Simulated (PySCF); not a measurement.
## Spinor energies of Ge²⁺ (germanium, charge +2)

Start: [Ar] 3d10 4s2. Calculated with PySCF 2.14 in x2c-TZVPPall-2c with one added diffuse shell each of s, p, d type (7s8p5d1f, 63 functions): generalised Hartree-Fock with the X2C-1e Hamiltonian and a Gaussian nucleus; spin-orbit coupling (SO) screened by Boettger's factors.

```tsv
spinor shell	electrons	ε, screened SO (eV)	weight of nominal j (screened SO)	rms radius, screened SO (bohr)
1s1/2	2	-11199.5	1.000	0.0542
2s1/2	2	-1474.1	1.000	0.227
2p1/2	2	-1307.8	1.000	0.201
2p3/2	4	-1275.4	1.000	0.204
3s1/2	2	-221.51	1.000	0.667
3p1/2	2	-164.76	1.000	0.693
3p3/2	4	-160.16	1.000	0.704
3d3/2	4	-63.858	1.000	0.806
3d5/2	6	-63.226	1.000	0.811
4s1/2	2	-32.440	1.000	2.13
```

| quantity | screened SO |
| --- | --- |
| E (hartree) | -2096.25529 |
| M_J | 0 |
| ⟨J²⟩ | 0.000 |
| ⟨L²⟩ | 0.002 |
| ⟨S²⟩ | 0.002 |
